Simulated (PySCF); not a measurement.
# Two-dimensional NMR puzzle

Compound of formula C8H10. Correlations simulated from computed shifts and the bond graph:

HSQC (one-bond C–H):
```tsv
δH	δC
6.57	139.3
6.27	149.0
5.90	141.4
2.19	18.4
1.41	14.6
1.40	14.6
```

COSY cross peaks (H two or three bonds apart, from the bond graph; peaks can be absent where the dihedral angle is near 90°):
```tsv
δH	δH
6.57	6.27
1.41	1.40
```

HMBC (two and three bonds, from the bond graph; two-bond peaks within aromatic rings are usually weak or absent):
```tsv
δH	δC
6.57	149.0, 147.3, 141.4, 40.5, 18.4
6.27	147.3, 141.4, 139.3, 40.5, 14.6
5.90	149.0, 147.3, 139.3, 40.5, 18.4, 14.6
2.19	147.3, 141.4, 139.3
1.41	149.0, 141.4, 40.5, 14.6
1.40	149.0, 141.4, 40.5, 14.6
```

Carbons without hydrogens: δ 147.3, 40.5.

One computed conformer, non-relativistic, in vacuum, equivalent nuclei averaged. GIAO PBE0/pcSseg-1 shieldings; geometry from GFN2-xTB; PySCF 2.14.0 with density-fitted response routines.

Chemical shifts δ = σref − σ; TMS for 1H and 13C, all at this level.

Exchangeable hydrogens are left out of these lists.

Problem. Work out the connectivity.

Solution. SMILES CC1=CC2(C=C1)CC2.

Mapped SMILES: `[CH3:1][C:2]1=[CH:3][C:4]2([CH:5]=[CH:6]1)[CH2:7][CH2:8]2`. Hydrogens are named by the atom that carries them.

δC 149.0 is C5, an alkene CH (δH 6.27). δC 147.3 is C2, a fully substituted alkene carbon. δC 141.4 is C3, an alkene CH (δH 5.90). δC 139.3 is C6, an alkene CH (δH 6.57). δC 40.5 is C4, a three-membered-ring carbon. δC 18.4 is C1, an allylic methyl carbon (δH 2.19). δC 14.6 is C7/C8, a three-membered-ring carbon (δH 1.40, 1.41). HMBC from δH 6.57 reaches the proton-free carbons C2, C4. HMBC from δH 6.27 reaches the proton-free carbons C2, C4. HMBC from δH 5.90 reaches the proton-free carbons C2, C4. HMBC from δH 2.19 reaches the proton-free carbon C2. COSY links 6.57–6.27, 1.41–1.40.

The shifts were computed for this structure.

Shifts are as computed. Against solution values, carbons near 30 ppm lie about +3 ppm off and those near 130 ppm about +5 ppm (rms about the fit 2.1 ppm; single classes can miss by 10 ppm). Of 1328 compounds with measured shifts, 309 miss one by over three times the rms of a fit or turn the order of signals round; such compounds aren't used in these exercises. Signals without a measured value on file couldn't be tested in this way; 1H shifts scatter by 0.2 ppm about their fit, and single ones miss by 0.5 ppm.
